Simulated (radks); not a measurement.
Q: W, configuration [Xe] 4f14 5d4 6s2. Calculated with a radial shooting solver on a logarithmic mesh with Libxc functionals: scalar-relativistic Kohn-Sham, XLYP, spin-unpolarised, spherical densities, point nucleus. Some entries of the table are withheld. Estimate them.

orbital,occ.,eigenvalue (hartree),<r> (bohr)
1s,2,-2554.443,0.01834
2s,2,-440.8857,(1)
2p,6,-385.5421,0.06943
3s,2,(2),(3)
3p,6,-85.14280,0.2013
3d,10,-66.30756,0.1824
4s,2,-20.93300,0.4495
4p,6,-15.55945,0.4780
4d,10,-8.75293,0.5114
5s,2,-2.90111,(4)
5p,6,-1.58202,1.250
4f,14,-1.21265,(5)
6s,2,-0.20637,3.191
5d,4,-0.16020,2.080
6p,0,-0.04944,4.989

A: 
(1) 2s <r> (bohr): 0.07755
(2) 3s eigenvalue (hartree): -101.5277
(3) 3s <r> (bohr): 0.2010
(4) 5s <r> (bohr): 1.067
(5) 4f <r> (bohr): 0.6080
